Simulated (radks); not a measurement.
Valence configurations of Dy3+ (all share [Xe]). Calculated with a radial shooting solver on a logarithmic mesh with Libxc functionals: Dirac Kohn-Sham, PBEsol, spin-unpolarised, spherical densities, point nucleus; open shells are shared between the two j in proportion to 2j + 1. Energies are relative to 4f9; eigenvalues in eV.

valence	E (eV)	e(4f5/2)	e(4f7/2)	e(5d3/2)	e(5d5/2)	e(6p1/2)
4f9	0.000	-35.221	-34.273	-	-	-
4f8.5 5d0.5	5.577	-38.779	-37.801	-26.073	-25.552	-
4f8.5 6s0.5	6.806	-40.354	-39.374	-	-	-
4f8.5 6p0.5	9.660	-40.955	-39.975	-	-	-19.496
4f8 5d1	12.493	-42.524	-41.515	-27.045	-26.491	-
4f8 6s1	15.611	-45.787	-44.774	-	-	-
4f7 5d2	30.711	-50.513	-49.441	-28.963	-28.339	-
4f7 6s2	39.851	-57.442	-56.364	-	-	-
4f7 6p2	52.871	-59.737	-58.658	-	-	-23.218
4f6 6s1 6p2	88.109	-72.277	-71.131	-	-	-24.846

NIST lists [Xe] 4f9 as the ground configuration; this level of theory agrees among the configurations tried. The energies are those of spherical spin-averaged densities, not of single terms.
